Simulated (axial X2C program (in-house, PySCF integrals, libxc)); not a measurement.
## Potential curves of PbB, two-component

All values were computed with an in-house all-electron X2C program for linear molecules (integrals from PySCF). Two-component (2c) means X2C with spin–orbit coupling and atomic mean-field two-electron Coulomb and Gaunt terms. Basis: Pb dyall-cv3z [12s14p10d7f1g], B dyall-v3z [7s6p2d1f] (cores contracted in-house); Gaussian nuclei, density fitting, unrestricted open shells. Masses: Pb 207.977 u, B 11.009 u.

State: Ω = 3/2 (⟨Sz⟩ = 1.26, ⟨Lz⟩ = 0.24 at PW91). Energies in kJ/mol from the fragments at the same level (Pb + B). Fits are polynomials in 1 − R0/R over 0.85 to 1.23 times the lowest point R0.

| R (Å) | PW91 | PBE0 |
| --- | --- | --- |
| 1.9427 | -130.36 | -109.27 |
| 2.0320 | -161.50 | -140.22 |
| 2.0990 | -175.55 | -153.57 |
| 2.1660 | -183.38 | -160.45 |
| 2.2330 | -186.31 | -162.29 |
| 2.3112 | -185.02 | -159.69 |
| 2.3893 | -180.02 | -153.43 |
| 2.4898 | -169.89 | -141.84 |
| 2.6126 | -154.21 | -124.66 |
| 2.7913 | -128.83 | -97.71 |

Occupations by symmetry block were frozen at the best pattern of an incomplete PBE0 search. De is counted from the lowest determinant-based energies of the atoms at the same level, without counterpoise correction. Density functionals use the spin component along the axis (collinear). The 2c atoms are single determinants rather than J levels; their spin–orbit lowering is only partly caught, and De is too large by that part. This holds for PW91, PBE0. PBE0 can misorder states that lie within some tenths of an eV, so this need not be the ground state of the molecule. The nearest other 2c determinant of the search, Ω = 1/2, lies 0.25 eV up at the distance of the search. Without a current term, density functionals place determinants with orbital angular momentum somewhat too high. With several unpaired electrons one determinant need not be a pure state. This is the top spin component of a Σ state; components of lower Ω are not single determinants and can lie lower.

**Question.** Fit the PW91 curve near its minimum: give the equilibrium distance, the harmonic wavenumber and the well depth.

**Answer.** At PW91, 2c: Re = 2.249 Å, ωe ≈ 460 cm⁻¹, De = 1.93 eV to Pb + B; Be follows as 0.319 cm⁻¹.

**Question.** Fit the PBE0 curve near its minimum: give the equilibrium distance, the harmonic wavenumber and the well depth.

**Answer.** At PBE0, 2c: Re = 2.229 Å, ωe ≈ 482 cm⁻¹, De = 1.68 eV to Pb + B; Be follows as 0.325 cm⁻¹.
